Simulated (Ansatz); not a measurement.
C2H7BFN (`BN(C)CF`), relaxed with RKS PBE0-D4/def2-TZVP in Ansatz from a PBE-D4/def2-SVP geometry. The force threshold is 0.005 eV/Å; the program also tests the step.

Charge 0, multiplicity 1.

Start:

```xyz
12

B    -0.492   -0.190    1.512
N    -0.037   -0.007    0.195
C     1.047   -0.779   -0.411
C    -0.639    0.953   -0.692
F    -1.275    0.320   -1.752
H     0.060   -1.013    2.217
H    -1.419    0.490    1.907
H     1.876   -0.112   -0.734
H     1.439   -1.507    0.322
H     0.683   -1.325   -1.305
H     0.140    1.620   -1.132
H    -1.382    1.550   -0.126
```

Problem. By how much does the energy fall, and how many steps does the optimiser take? (Best estimate.)

Solution. Computed: 5.01 kJ/mol, in 7 steps.

Problem. Which bonds change most? (Estimate.)

Solution. The calculation gave: B1–H7 from 1.216 to 1.196 Å; B1–H6 from 1.216 to 1.196 Å; C4–H11 from 1.116 to 1.096 Å; C4–H12 from 1.109 to 1.090 Å.

Problem. Give the relaxed structure. (An estimate is asked.)

Solution. Computed: 
```xyz
12

B    -0.496   -0.200    1.492
N    -0.040   -0.008    0.191
C     1.045   -0.768   -0.405
C    -0.626    0.952   -0.678
F    -1.305    0.328   -1.713
H     0.043   -1.014    2.181
H    -1.407    0.469    1.883
H     1.851   -0.101   -0.729
H     1.439   -1.468    0.328
H     0.694   -1.327   -1.276
H     0.142    1.576   -1.150
H    -1.339    1.561   -0.124
```
